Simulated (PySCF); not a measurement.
GaH₃, SMILES [GaH3]. Atoms are numbered in the order given.

```xyz
4

Ga     0.0000     0.0000     0.0000
H      1.5686     0.0000     0.0000
H     -0.7843     1.3585     0.0000
H     -0.7843    -1.3585     0.0000
```

The structure is a stationary point at PBE0-D3(BJ)/def2-TZVPD. The isomer is the one that the SMILES or the coordinates give; other isomers of the formula were not compared.

Level of theory: PySCF with TDDFT-PBE/def2-TZVPD.

Vertical excitations; the highest root listed may be one member of a degenerate set.  State labels are in the subgroup C2v.

Computed lowest excited states:
| state | symmetry | energy (eV) | λ (nm) | f | main pairs |
|---|---|---|---|---|---|
| S1 | B2 | 4.85 | 256 | 0.000 | HOMO→LUMO (degenerate set) |
| S2 | A2 | 4.85 | 256 | 0.000 | HOMO−1→LUMO (degenerate set) |
| S3 | B1 | 7.35 | 169 | 0.167 | HOMO−1→LUMO+1 (degenerate set) |
| S4 | A1 | 7.35 | 169 | 0.167 | HOMO→LUMO+1 (degenerate set) |
| S5 | A1 | 8.12 | 153 | 0.010 | HOMO→LUMO+2, HOMO→LUMO+4, HOMO−1→LUMO+3 (degenerate set) |
| S6 | B1 | 8.12 | 153 | 0.010 | HOMO−1→LUMO+2, HOMO−1→LUMO+4, HOMO→LUMO+3 (degenerate set) |
| S7 | B1 | 8.21 | 151 | 0.000 | HOMO→LUMO+3 50 %, HOMO−1→LUMO+4 50 % |
| S8 | A1 | 8.32 | 149 | 0.000 | HOMO−1→LUMO+3 49 %, HOMO→LUMO+4 49 % |
| S9 | B2 | 8.88 | 140 | 0.036 | HOMO−1→LUMO+6 35 %, HOMO→LUMO+5 35 %, HOMO−2→LUMO 30 % |
| S10 | A1 | 8.95 | 139 | 0.591 | HOMO−1→LUMO+3 31 %, HOMO→LUMO+4 31 %, HOMO→LUMO+2 17 %, HOMO→LUMO+9 7 % |
| T1 | B2 | 4.38 | 283 | 0 | HOMO→LUMO (degenerate set) |
| T2 | A2 | 4.38 | 283 | 0 | HOMO−1→LUMO (degenerate set) |
| T3 | A1 | 6.64 | 187 | 0 | HOMO→LUMO+1 (degenerate set) |
| T4 | B1 | 6.64 | 187 | 0 | HOMO−1→LUMO+1 (degenerate set) |
Triplets are in the Tamm–Dancoff approximation, which puts them higher than full response would, so one can lie above its singlet here.
